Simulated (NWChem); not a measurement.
Atomisation of AgF

```
Ag
F 1 1.9738
```
Charge 0, spin multiplicity 1.

Program: NWChem. Structure: optimised with PBE0/def2-SVP with def2 effective core potentials on Ag, a minimum by its harmonic frequencies.

Basis set: def2-TZVP. The atomisation energy is electronic alone: no zero-point, thermal, spin-orbit or counterpoise terms. No value is extrapolated to the basis-set limit. Free atoms are single determinants with multiplicities Ag 2, F 2.

Effective core potentials replace the inner electrons of Ag; spin-orbit coupling is left out. The structure started from a generated list of species. No SCF solution was tested for a lower state. Open-shell Hartree-Fock references start from PBE0 orbitals.

Q: One of these methods gave an atomisation energy of 37.0 kcal/mol. Which?
A) TPSS
B) HF
C) r2SCAN
D) PBE0

A: B, HF. The others give 72.9 (PBE0), 77.7 (r2SCAN), 79.3 (TPSS).
